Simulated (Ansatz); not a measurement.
`C[Si](F)(F)[SiH3]` + H₂ → `C[SiH](F)F` + SiH₄ at 500 K and 1 bar (hydrogenolysis of the Si–Si bond).

Gas-phase electronic energies from Ansatz, PBE0-D4/def2-TZVP geometries. CCSD(T)/CBS adds triple-zeta CCSD(T) − MP2 to the extrapolated MP2 energy (def2 sets, frozen cores). This one scheme is used for every species.

```tsv
species	CCSD(T)/CBS energy (Eh)	H − E (kJ/mol)	S (J/(mol·K))
`C[Si](F)(F)[SiH3]`	-819.55181	231.4	444.1
H₂	-1.17544	41.0	145.5
`C[SiH](F)F`	-529.27654	171.3	356.1
SiH₄	-291.46306	102.4	230.9
```

H − E and S are ideal-gas, rigid-rotor, harmonic terms from PBE0-D4/def2-TZVP. The MP2-based limit puts H₂ 0.8 mEh under its directly extrapolated value; such offsets cancel only in part. 1 Eh = 2625.50 kJ/mol, R = 8.31446 J/(mol·K).

By hand: ΔE, ΔH, ΔS and ΔG.

ΔE = (-529.27654) + (-291.46306) − (-819.55181) − (-1.17544) = -0.01235 Eh = -32.4 kJ/mol. Δ(H − E) = 171.3 + 102.4 − 231.4 − 41.0 = 1.3, so ΔH = -31.1 kJ/mol. ΔS = 356.1 + 230.9 − 444.1 − 145.5 = -2.6 J/(mol·K). ΔG = -31.1 − 500 × (-2.6)/1000 = -29.8 kJ/mol.

By hand: the equilibrium constant, and the temperature at which ΔG would vanish if ΔH and ΔS stayed fixed.

log₁₀ K = −ΔG/(RT ln 10) = 3.1. ΔG = 0 at ΔH/ΔS = 11962 K, far beyond where these terms or the molecules hold.

The number of gas molecules stays the same, so ΔS is small and ΔH decides. A doubt of 5 kJ/mol in ΔE shifts log₁₀ K by 0.5 here. These are equilibria of isolated gas molecules and say nothing of rates. Largest T1 diagnostic: 0.012 (customary marks: 0.02 for closed shells, 0.045 for open ones).
